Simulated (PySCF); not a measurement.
C2H6Se2. Atoms are numbered in the order given.

```xyz
10

Se     0.0984    -0.5789     0.8788
C     -0.4155    -1.8381    -0.5650
C     -1.7178    -1.4921    -1.2652
H     -0.4763    -2.8030    -0.0339
H      0.4306    -1.8947    -1.2647
H     -1.6495    -0.5064    -1.7510
H     -2.5597    -1.4674    -0.5567
H     -1.9435    -2.2378    -2.0464
Se     0.4064     1.3942    -0.3688
H      1.8331     1.1717    -0.7046
```

The structure is a stationary point at B3LYP-D3(BJ)/def2-SVP. The values are those of a single conformer.

Computed with B3LYP/pcSseg-1 (PySCF).

GIAO shieldings, no solvent; atoms listed in one row are averaged. δ = σ(ref) − σ: ⁷⁷Se against Me2Se (σ = 1647.9 ppm); ¹³C against TMS (σ = 181.3 ppm); ¹H against TMS (σ = 31.68 ppm), references at their B3LYP-D3(BJ)/def2-TZVP geometries, non-relativistic.

**Question.** Estimate the chemical shifts. (Estimate from the structure and the level; the computed values follow.)

**Answer.** 
| nucleus | atoms | count | δ (ppm) |
|---|---|---|---|
| ⁷⁷Se | Se1 | 1 | 415.2 |
| ⁷⁷Se | Se9 | 1 | 13.8 |
| ¹³C | C2 | 1 | 42.3 |
| ¹³C | C3 | 1 | 19.7 |
| ¹H | H10 | 1 | 3.29 |
| ¹H | H5 | 1 | 2.84 |
| ¹H | H4 | 1 | 2.53 |
| ¹H | H6, H7, H8 | 3 | 1.81 |
